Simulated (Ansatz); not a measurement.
CH₇BOSSi, SMILES `CSB[SiH2]O` at its PBE0-D4/def2-TZVP geometry, where that method's forces vanish. Charge 0, multiplicity 1.

```csv
atom,x (Å),y (Å),z (Å)
C1,-0.496,2.524,-0.275
S2,-0.511,0.913,0.548
B3,0.214,-0.240,-0.547
Si4,0.405,-2.135,0.089
O5,-0.221,-2.407,1.598
H6,-1.515,2.909,-0.313
H7,-0.099,2.419,-1.282
H8,0.123,3.212,0.301
H9,0.591,0.125,-1.623
H10,-0.314,-3.075,-0.811
H11,1.856,-2.493,0.043
H12,-0.031,-1.753,2.272
```

(1) For each bond, give half the difference of the two atoms' forces along it (eV/Å; positive pushes the atoms apart) under PBE-D4, r2SCAN-D4, B3LYP-D4, ωB97M-V in def2-TZVPP. (Estimate.)

## Answers

(1) The calculation gave: 
```json
{"bond": "C1–S2", "length (Å)": "1.810", "PBE-D4": "0.17", "r2SCAN-D4": "0.19", "B3LYP-D4": "0.28", "ωB97M-V": "0.13"}
{"bond": "C1–H6", "length (Å)": "1.090", "PBE-D4": "0.10", "r2SCAN-D4": "-0.05", "B3LYP-D4": "-0.08", "ωB97M-V": "-0.07"}
{"bond": "C1–H7", "length (Å)": "1.088", "PBE-D4": "0.10", "r2SCAN-D4": "-0.05", "B3LYP-D4": "-0.08", "ωB97M-V": "-0.07"}
{"bond": "C1–H8", "length (Å)": "1.090", "PBE-D4": "0.10", "r2SCAN-D4": "-0.05", "B3LYP-D4": "-0.08", "ωB97M-V": "-0.08"}
{"bond": "S2–B3", "length (Å)": "1.748", "PBE-D4": "0.09", "r2SCAN-D4": "0.06", "B3LYP-D4": "0.11", "ωB97M-V": "0.06"}
{"bond": "B3–Si4", "length (Å)": "2.008", "PBE-D4": "-0.23", "r2SCAN-D4": "-0.07", "B3LYP-D4": "0.00", "ωB97M-V": "0.03"}
{"bond": "B3–H9", "length (Å)": "1.197", "PBE-D4": "0.08", "r2SCAN-D4": "-0.03", "B3LYP-D4": "-0.15", "ωB97M-V": "-0.13"}
{"bond": "Si4–O5", "length (Å)": "1.656", "PBE-D4": "0.34", "r2SCAN-D4": "0.05", "B3LYP-D4": "0.18", "ωB97M-V": "0.17"}
{"bond": "Si4–H10", "length (Å)": "1.487", "PBE-D4": "0.10", "r2SCAN-D4": "0.00", "B3LYP-D4": "-0.12", "ωB97M-V": "-0.17"}
{"bond": "Si4–H11", "length (Å)": "1.496", "PBE-D4": "0.06", "r2SCAN-D4": "0.00", "B3LYP-D4": "-0.11", "ωB97M-V": "-0.16"}
{"bond": "O5–H12", "length (Å)": "0.958", "PBE-D4": "0.34", "r2SCAN-D4": "0.02", "B3LYP-D4": "-0.02", "ωB97M-V": "-0.06"}
```

B3LYP here is the variant with VWN-RPA as its local correlation; programs differ in this.

Results of the Gaussian-basis code of Ansatz.
